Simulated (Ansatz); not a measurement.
Z-matrix (Å, degrees):
```
B
Si 1 2.0010
H 2 1.4842 1 114.31
H 2 1.4842 3 108.67 1 -128.87
H 2 1.4915 3 107.93 4 -116.78
Si 1 2.0011 2 119.01 3 -151.57
H 6 1.4839 1 114.70 2 -153.26
H 6 1.4848 7 108.57 1 -127.89
H 6 1.4914 7 108.09 8 -116.59
Si 1 2.0013 2 119.03 3 25.04
H 10 1.4837 1 114.78 2 154.23
H 10 1.4847 11 108.56 1 127.78
H 10 1.4910 11 108.10 12 116.59
```
Charge 0, spin multiplicity 1.

Calculation: frozen-core CCSD(T)/cc-pVTZ // B3LYP-D3(BJ)/def2-TZVP in Ansatz (an electronic-structure program).

```
Property                        Value
----------------------  -------------
HF energy               -896.71405 Ha
MP2 correlation energy    -0.48106 Ha
```

Problem. Estimate the CCSD correlation energy, the (T) correction, the total energy and the T1 diagnostic.

Solution. 
- CCSD correlation energy = -0.56366 Ha
- (T) correction = -0.01971 Ha
- CCSD(T) total energy = -897.29742 Ha
- T1 diagnostic = 0.015
